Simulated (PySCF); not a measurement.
Ionisation energy of Ti⁺ by level of theory

Ti⁺ [Ar] 3d2 4s1 (4F) → Ti²⁺ [Ar] 3d2 (3F), as a difference of total energies. Calculation: PySCF 2.14, in x2c-TZVPPall with one added diffuse shell each of s, p, d, f type (7s6p5d3f1g, 80 functions); scalar relativity by spin-free X2C-1e. Correlated levels: valence: [Ar] frozen; valence and next inner shell: [Ne] frozen. The calculations carry no spin-orbit coupling.

| method | ionisation energy (eV) | error (eV) |
| --- | --- | --- |
| UHF | 12.941 | -0.634 |
| LDA | 14.192 | +0.617 |
| PBE | 13.999 | +0.424 |
| PBE0 | 13.780 | +0.205 |
| r2SCAN | 13.826 | +0.251 |
| wB97X | 13.200 | -0.375 |
| TPSS | 13.693 | +0.118 |
| B97-3 | 13.517 | -0.058 |
| MN15 | 13.386 | -0.189 |
| MP2 (valence) | 13.116 | -0.459 |
| SCS-MP2 (valence) | 12.999 | -0.576 |
| MP2 (valence and next inner shell) | 13.547 | -0.028 |
| SCS-MP2 (valence and next inner shell) | 13.379 | -0.196 |

Reference: 13.575 eV (measured; NIST Atomic Spectra Database, ionization energies).

Errors of the correlated levels include the incompleteness of this basis and the frozen core.
